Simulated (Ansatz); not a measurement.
# Worked example: HI + C3H7FO → H2O + C3H6FI

Species: HI (hydrogen iodide), singlet; C3H7FO `CC(O)CF`, singlet; H2O (water) `O`, singlet; C3H6FI `CC(I)CF`, singlet. The partners trade I for OH: H–I and C–OH bonds give way to H–OH and C–I.

Shapes, held fixed at every level: PBE0-D4/def2-TZVP. Flexible molecules stand in one conformer, not always the lowest. Programs: Ansatz 0.2.0. Electronic energies: no zero-point or thermal term.

At CCSD(T)/def2-TZVPP; 1 Eh = 2625.50 kJ/mol:

```
species  energy (Eh)
     HI  -297.737430
 C3H7FO  -293.180650
    H2O   -76.337011
 C3H6FI  -514.591892
```

Work out ΔE of the reaction at this level.


1. Products less reactants: (-76.337011) + (-514.591892) − [(-297.737430) + (-293.180650)] = -0.010823 Eh = -28.4 kJ/mol.

Other levels give -26.1 (PBE0-D4/def2-TZVPP) to -6.3 kJ/mol (HF/def2-TZVPP). No measured value is set beside it here. For atoms past krypton def2 sets carry core potentials with scalar relativity. Outer-core shells of I are correlated, in sets that cover them unevenly.
